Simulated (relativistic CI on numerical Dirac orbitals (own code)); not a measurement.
Au33+: computed level list

Computed by Dirac-Coulomb-Breit CI, separate exchange-only KLI orbitals for each configuration, QED by a radiative potential, unscaled Slater integrals (own radial code, finite nucleus).

CI space (outside the closed core [Ar] 3d10): 4s2.4p6.4d10, 4s2.4p6.4d9.4f, 4s2.4p5.4d10.4f, 4s.4p6.4d10.4f, 4s2.4p6.4d9.5s, 4s2.4p6.4d9.5p, 4s2.4p6.4d9.5d, 4s2.4p5.4d10.5s, 4p6.4d10.4f2, 4p6.4d9.4f3, 4p5.4d10.4f3, 4p6.4d9.4f2.5s, 4p6.4d9.4f2.5p, 4p6.4d9.4f2.5d. Double excitations out of closed p, d and f shells are left out; levels of such configurations are missing from the list, as are those of other unlisted configurations, and high levels can miss mixing partners. These lack a partner that the ground configuration has and come out too high: 4s2.4p5.4d10.5s.

```
No.    Configuration  Term  J   E (Ry)    %    Next component (%)  Lifetime (s)
  1     4s2.4p6.4d10    1S  0   0.0000  100                                    
  2   4s2.4p6.4d9.4f   3P°  0  15.7818  100                                    
  3   4s2.4p6.4d9.4f   3P°  1  15.9854   84                16 3D°      2.29e-09
  4   4s2.4p6.4d9.4f   3D°  2  16.3542   47                41 3P°      5.48e-05
  5   4s2.4p6.4d9.4f   3H°  5  16.3563   59                38 1H°              
  6   4s2.4p6.4d9.4f   3F°  3  16.6147   58                26 3D°      4.80e-03
  7   4s2.4p6.4d9.4f   3H°  6  16.6351  100                            2.64e-03
  8   4s2.4p6.4d9.4f   3G°  4  16.6797   46                20 1G°      3.66e-03
  9   4s2.4p6.4d9.4f   1D°  2  16.7368   50                28 3F°      1.41e-05
 10   4s2.4p6.4d9.4f   3F°  4  17.0317   64                30 1G°      6.64e-04
 11   4s2.4p6.4d9.4f   3G°  5  17.1776   78                19 1H°      4.12e-04
 12   4s2.4p6.4d9.4f   3D°  3  17.2517   43                40 1F°      1.63e-04
 13   4s2.4p6.4d9.4f   3D°  1  17.4100   82                16 3P°      9.56e-12
 14   4s2.4p6.4d9.4f   3H°  4  18.0251   75                19 1G°      1.08e-05
 15   4s2.4p6.4d9.4f   1D°  2  18.1416   50                28 3F°      9.66e-06
 16   4s2.4p6.4d9.4f   3D°  2  18.3840   48                32 3F°      1.05e-05
 17   4s2.4p6.4d9.4f   1H°  5  18.5757   43                39 3H°      8.33e-06
 18   4s2.4p6.4d9.4f   3G°  3  18.5791   72                14 1F°      8.98e-06
 19   4s2.4p6.4d9.4f   1F°  3  18.8345   42                30 3D°      8.44e-06
 20   4s2.4p6.4d9.4f   3G°  4  18.8790   48                32 1G°      9.04e-06
 21   4s2.4p6.4d9.4f   1P°  1  21.5501   97                 2 3D°      1.43e-13
 22  4s2.4p5.4d10.4f    3D  1  32.6078  100                            8.07e-13
 23  4s2.4p5.4d10.4f    3D  2  32.9232   73                 26 3F      7.95e-13
 24  4s2.4p5.4d10.4f    3G  4  32.9954   57                 38 1G      7.87e-13
 25  4s2.4p5.4d10.4f    3F  3  33.2317   56                 21 3G      7.80e-13
 26  4s2.4p5.4d10.4f    3G  5  33.2462  100                            7.94e-13
 27   4s2.4p6.4d9.5s    3D  3  33.4641   93  4 4s2.4p5.4d10.4f 1F      1.16e-11
 28  4s2.4p5.4d10.4f    1F  3  33.5118   48                 35 3D      8.51e-13
 29   4s2.4p6.4d9.5s    1D  2  33.5526   56                 44 3D      9.28e-10
 30  4s2.4p5.4d10.4f    3F  4  33.7792   69                 27 1G      7.72e-13
```

Energies count from the lowest computed level; ° marks odd parity; lifetimes are radiative, by E1, M1, E2, M2, E3 decay to levels of this space only; some are left blank where a channel outside the calculation adds to the decay or the decay crosses a small, uncertain gap.

The mean weight of the leading LS term, summed over parents, in these 30 levels is 68 %, and that of the leading jj configuration (from the same eigenvectors) 90 %, so jj coupling describes them better and the LS labels are nominal.

At this charge energies of transitions that change n are usually good to better than 1 %, and those within a shell (Δn = 0) to a few per cent.

LS names give the leading component of a level, which can be under half, so a name can repeat, a term be missing and a line seem to break the LS rules.
